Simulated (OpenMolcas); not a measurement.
# Xe VII: effect of the level shift or regulariser

```
Program             : OpenMolcas
Basis               : ANO-RCC-VDZP [6s5p3d1f]
Scalar Hamiltonian  : DKH2, point nucleus
Active space        : 2 electrons in 4 orbitals (5s 5p)
State averaging     : 2S+1 = 3 even, 3 roots; 2S+1 = 1 even, 7 roots; 2S+1 = 3 odd, 3 roots; 2S+1 = 1 odd, 3 roots
Spin-orbit coupling : state interaction with AMFI integrals over the reference wave functions, term energies averaged over their components
```

Methods on the same reference wave functions:
A. CASSCF
B. MS-CASPT2, IPEA 0.25 Eh, imaginary shift 0.1 Eh (closed shells correlated: 4d)
C. MS-CASPT2, IPEA 0.25 Eh, imaginary shift 0.3 Eh (closed shells correlated: 4d)

Energies in cm-1 above 5s2 1S0, the measured ground level; measured values from Saloman, J. Phys. Chem. Ref. Data 33, 765 (2004).

| Level | A | B | C | Measured |
| --- | --- | --- | --- | --- |
| 5s2 1S0 | 0.0 | 0.0 | 0.0 | 0.0 |
| 5s 5p 3P* 0 | 91065 | 96200 | 96190 | 96141 |
| 5s 5p 3P* 1 | 95696 | 100420 | 100410 | 100451 |
| 5s 5p 3P* 2 | 108125 | 113260 | 113250 | 113676 |
| 5s 5p 1P* 1 | 153509 | 142770 | 142770 | 143259 |
| 5p2 3P0 | 222836 | 223740 | 223740 | 223673 |
| 5p2 3P1 | 232616 | 234220 | 234220 | 234685 |
| 5p2 1S0 | 283782 | 278070 | 278060 | 273208 |

Deviations, from unrounded energies. A percentage is the sum of absolute deviations over the sum of measured energies, with the sign that they share, or ± where signs differ.

```csv
Against measurement,Levels,A,B,C
mean absolute deviation (cm-1),7,5600,910,910
other configurations (%),7,±3.3,±0.5,±0.5
```

B, C lie about equally close to measurement and A furthest from it. The largest miss of C in the table is 5p2 1S0, by +4900 cm-1. The ranking rests on the paired levels alone, and a cruder setting can come out closer through cancelling errors.

Between B and C the level of the table that moves most is 5p2 1S0, by 7.7 cm-1 (lowest in C, highest in B). Moves below CASPT2's spread within the term are not significant.

The lowest spin-free term lies below A's lowest term by 0.328 hartree in B, 0.328 hartree in C.

The ¹D term of p² mixes with s d, which this space lacks. The basis is small and was not contracted for so high a charge. Computed and measured levels are paired by configuration, term and J; levels that our copy of the source lacks, or whose pairing is in doubt (as where it misses far off the trend of its configuration), stay unpaired and out of the deviations. Only configurations of the active space appear. Levels that lie high or do not pair safely by name in every column are left out.

* marks odd parity.
